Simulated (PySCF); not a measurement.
An EPR property job and its printed output. Input:

```
{"job": {"kind": "epr", "basis": "pcH-1"}, "charge": 0, "multiplicity": 2}
C     -3.208842    -1.048933     0.452661
C     -2.382672    -0.136124     0.943114
Si    -1.840353     1.420894     0.034829
Si     0.122079     1.099716    -1.135689
Si     2.228594     0.848345    -0.238582
Si     3.218830    -1.242340    -0.095613
H     -3.686837    -0.918806    -0.505479
H     -3.457559    -1.958395     0.979252
H     -1.928639    -0.324272     1.910070
H     -2.951778     1.838645    -0.832630
H     -1.653965     2.461993     1.057410
H     -0.087244     0.049799    -2.163103
H      3.145933     1.735836    -0.984212
H      2.192909     1.457677     1.105825
H      3.122021    -1.922836    -1.390121
H      4.636856    -1.256998     0.275283
H      2.523669    -2.092170     0.875998
```

Level of theory: UKS B3LYP, pcH-1 on C H Si, non-relativistic, mean-field spin-orbit, GIAO in PySCF 2.14.0. One conformer (not necessarily the lowest) at the GFN2-xTB geometry, without solvent, vibrations or thermal averaging. A GFN2-xTB geometry isn't a minimum of the functional, and hyperfine couplings can be far from their values at a DFT geometry, by a factor of two or more for some ions and for spin on atoms past the first row.

Output of the driver script. The program numbers atoms from 0.

```
UKS, coarse grid
  cycle   1  E = -1240.74997170  |g| = 3.10e-01
  cycle   2  E = -1240.72671555  |g| = 3.42e-01
  cycle   3  E = -1240.79096863  |g| = 5.45e-02
  cycle   4  E = -1240.79258938  |g| = 1.82e-02
  cycle   5  E = -1240.79270230  |g| = 1.16e-02
  cycle   6  E = -1240.79277580  |g| = 1.86e-03
  cycle   7  E = -1240.79277787  |g| = 5.86e-04
UKS, final grid
  cycle   1  E = -1240.79280696  |g| = 5.76e-04
  cycle   2  E = -1240.79280689  |g| = 7.08e-04
  cycle   3  E = -1240.79280717  |g| = 1.56e-04
  cycle   4  E = -1240.79280718  |g| = 3.03e-05
  cycle   5  E = -1240.79280718  |g| = 1.32e-05
E = -1240.79280718 Eh   <S^2> = 0.7533 (exact 0.7500)
g shifts (ppm)      1          2          3
  rmc          -124       -124       -124
  gc              8         39         39
  oz_so         -13       2795       4512
  total        -130       2710       4426
hyperfine (MHz)  atom isotope    a_iso     a_fc   dipolar eigenvalues
    0   13C       2.96       2.97     -3.44     -2.80      6.25
    1   13C      33.57      33.57     -4.88     -2.00      6.88
    2  29Si      -6.79      -6.80     -4.46      0.99      3.47
    3  29Si    -272.94    -273.84   -169.47     84.20     85.27
    4  29Si       4.95       4.97     -2.53      0.49      2.04
    5  29Si     -37.60     -37.64     -7.14      3.30      3.84
    6    1H      -1.47      -1.47     -1.40      0.17      1.23
    7    1H       1.36       1.36     -1.91     -0.71      2.62
    8    1H       0.44       0.44     -1.99     -0.46      2.45
    9    1H       1.17       1.17     -2.24     -1.08      3.32
   10    1H      -3.39      -3.39     -2.27     -1.21      3.47
   11    1H     -16.43     -16.47    -10.09      2.23      7.86
   12    1H      37.44      37.44     -2.36     -1.19      3.55
   13    1H       4.82       4.82     -1.84     -1.30      3.14
   14    1H      -1.55      -1.55     -1.03     -0.57      1.60
   15    1H      12.73      12.73     -0.85     -0.34      1.19
   16    1H      -1.01      -1.01     -1.09     -0.50      1.59
```

|g| in the SCF lines is the orbital gradient. In the g block, columns 1 to 3 are the principal axes in rising order; rmc is the relativistic mass correction, gc the gauge correction and oz_so the orbital-Zeeman/spin–orbit term. a_fc is the Fermi-contact part of a_iso, the rest being spin–orbit.

What does the output say about convergence, stability and spin contamination?

The SCF converged after 12 cycles in all, 7 of them on the coarse grid; no stability test was run. The unrestricted determinant has ⟨S²⟩ = 0.7533 (exact 0.7500), so spin contamination is small.

What are the principal g values and g_iso?

Adding the total shifts to 2.002319 gives 2.00219, 2.00503, 2.00675; their mean shift is 2335 ppm, so g_iso = 2.00465.

Which couplings shape the isotropic spectrum at natural abundance (0.05 mT or more)? Keep the log's numbering.

atoms 12, 13 (1H, I = 1/2): mean 21.1 MHz = 0.75 mT in magnitude, a 1:2:1 triplet; atom 11 (1H, I = 1/2): -16.4 MHz = 0.59 mT in magnitude, a 1:1 doublet; atoms 14, 15, 16 (1H, I = 1/2): mean 3.4 MHz = 0.12 mT in magnitude, a 1:3:3:1 quartet; atom 6 (1H, I = 1/2): -1.5 MHz = 0.05 mT in magnitude, a 1:1 doublet. Together 48 lines to first order. Means are taken over nuclei equivalent by connectivity, which assumes that they swap fast. The three 1H nuclei of mean +3.4 MHz run from -1.6 to 12.7 MHz in the frozen geometry. The 1H value of +21.1 MHz is a mean of couplings from 4.8 to 37.4 MHz in this one geometry, not an average over conformers.

How large is the spin–orbit part of a_iso for atom 3 (29Si)?

a_iso − a_fc = -272.94 − (-273.84) = +0.90 MHz.

The species is `C=C[SiH2][SiH][SiH2][SiH3]` [radical]. The run used 300 basis functions and 10 iterations of the response equations.

Shape of the structure used: `[CH2:1]=[CH:2][SiH2:3][SiH:4][SiH2:5][SiH3:6]`: C1–C2–Si3–Si4 -92°, C2–Si3–Si4–Si5 -71°, Si3–Si4–Si5–Si6 103°.
Labels such as C1 count atoms from 1, the log's own numbers from 0.
